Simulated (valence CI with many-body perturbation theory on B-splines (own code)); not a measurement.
Te XXI: key properties

Calculated by valence CI with perturbative core correlation (CI+MBPT): four valence electrons over a frozen Dirac-Fock core [Ar] 3d10, a basis of 11 s, 11 p, 10 d, 8 f, 5 g, 2 h functions for each j, with the one-electron correlation potential Σ1 (screened to all orders), the two-electron term Σ2, the three-electron term Σ3, Breit, model QED; selected single and double excitations, second order for the rest, scaled by the run's own slope (own B-spline code, finite nucleus).

No measured spectrum was set against this ion. As an estimate, levels hold to about 250 cm⁻¹ or 0.2 % of their energy and the worst to 1 %, as in measured heavy ions of charge 2 to 7; those with d or f electrons hold less well. Among the levels kept, up to 500 cm⁻¹ of a level comes from second order outside the variational space, and about a tenth of that is noise between levels of different J, which matters for small intervals.

Levels are named by their leading jj configuration (3d3/2^4 stands for four electrons in 3d with j = 3/2), which in mixed levels can hold well under half, so a name can repeat and another be missing.

Rates and lifetimes use the calculated energies. Strong lines usually hold to 10 to 20 %, long lifetimes can be off by a factor of two.

(1) What is the ground level?

(2) How well does LS coupling describe the low levels?

(3) Where does the other parity begin?

(4) What is the ionisation energy?

(5) Name the longest-lived excited levels whose lifetime is computed, and their main decay.

Results:

(1) (4s^2 4p1/2^2) J=0, composition 78 % 4s2 4p2 3P + 20 % 4s2 4p2 1S.

(2) Among the lowest 20 levels the leading LS term, summed over configurations, holds 70 % on average. For single configurations the figures are 67 % in LS and 84 % in jj coupling. Terms mix most in the J = 2 level at 704570 cm⁻¹, where the leading one holds 40 %.

(3) At (4s 4p1/2^2 4p3/2) J=2, 443860 cm⁻¹.

(4) 600.57 eV; NIST lists 599 ± 4 eV (theoretical).

(5) (4s^2 4p1/2 4p3/2) J=2 at 106750 cm⁻¹ lives 10.3 ms, mostly by E2 to (4s^2 4p1/2^2) J=0; (4s^2 4p1/2 4p3/2) J=1 at 88507 cm⁻¹ lives 101 μs, mostly by M1 to (4s^2 4p1/2^2) J=0; (4s^2 4p3/2 4d5/2) J=4 at 854180 cm⁻¹ lives 94.7 μs, mostly by M1 to (4s^2 4p1/2 4d5/2) J=3.
